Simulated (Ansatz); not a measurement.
Relaxation of H$_{4}$O$_{2}$Sb (7 atoms, charge 0, multiplicity 2), to a largest force component of 0.03 eV/Å in at most 50 steps.

These are results of Ansatz 0.2.0, UKS B3LYP-D4/def2-SVP, not measurements.

```xyz
7
Properties=species:S:1:pos:R:3
H 0.356 -0.701 0.350
Sb 0.897 0.568 1.355
O -1.311 -1.107 -1.147
O -1.575 0.182 -1.157
H 1.940 1.176 0.124
H 2.168 -0.395 2.014
H -2.475 0.276 -1.538
```

Problem. Where does it end, and by what steps?

Solution. The forces met the threshold. After 16 steps the energy has fallen by 0.063 eV; H1 moved furthest, 0.60 Å.

```
step  energy less start (eV)  largest force component (eV/Å)  accepted
   0                  0.0000                           0.185       yes
   1                 -0.0299                           0.276       yes
   2                 -0.0313                           0.510       yes
   3                 -0.0394                           0.665       yes
   4                 -0.0544                           0.124       yes
   5                 -0.0532                           0.410        no
   6                 -0.0584                           0.051       yes
   7                 -0.0567                           0.243        no
   8                 -0.0603                           0.034       yes
   9                 -0.0615                           0.063       yes
  10                 -0.0600                           0.212        no
  11                 -0.0621                           0.037       yes
  12                 -0.0625                           0.070       yes
  13                 -0.0625                           0.065       yes
  14                 -0.0626                           0.048       yes
  15                 -0.0627                           0.034       yes
  16                 -0.0627                           0.024       yes
```

```xyz
7
Properties=species:S:1:pos:R:3
H 0.691 -1.136 0.584
Sb 0.777 0.405 1.340
O -1.634 -1.132 -1.413
O -1.483 0.129 -1.064
H 1.571 1.088 -0.028
H 2.294 0.023 2.071
H -2.216 0.623 -1.490
```

Whether the end is a true minimum wasn't checked by a vibrational analysis.

The run took 35 s on 2 threads of Intel(R) Xeon(R) Platinum 8488C (Sapphire Rapids), on a shared host, peak memory 0.21 GiB.
